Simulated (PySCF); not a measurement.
GeCl₃ (doublet). All numbers come from UPBE0/[Ge def2-TZVP, Cl def2-TZVP], no relativity, density fitting, PySCF.

Harmonic bands of its minimum:

| ω (cm⁻¹) | IR (km/mol, summed over degenerate members) | degeneracy |
| --- | --- | --- |
| 130 | 3.9 | 2 |
| 166 | 4.8 | 1 |
| 389 | 10.3 | 1 |
| 428 | 190 | 2 |

**Question.** The central atom is Ge. Infer the point group and assign the bands.

**Answer.** C3v. The modes span 2e + 2a1: 130 e, 166 a1, 389 a1, 428 e. The computed geometry has Ge–Cl 2.149 Å (×3); Cl–Ge–Cl 108.7° (×3).

Only a few start shapes were tried, so a lower isomer may exist.
